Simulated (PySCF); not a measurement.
CH4ClNOSi2, SMILES O[Si@@]1(Cl)N=C[SiH2]1.

Geometry optimised at TPSSh-D3(BJ)/def2-SVP. The structure was generated by enumeration; whether it is a known compound was not checked. Other conformers were not sampled.

Calculation: PySCF with SMD-M06-2X/6-31G*.

Solvation free energies are E(SMD) − E(gas) at the gas-phase geometry, for 1 M in both phases. In vacuum the dipole moment is 1.62 D.

Computed solvation free energies in water, toluene, ethanol:
```tsv
solvent	ΔG(solv) (kcal/mol)	its non-electrostatic (CDS) part	dipole (D)
water	-5.9	3.5	2.26
toluene	-3.9	-1.0	1.98
ethanol	-8.0	0.7	2.24
```
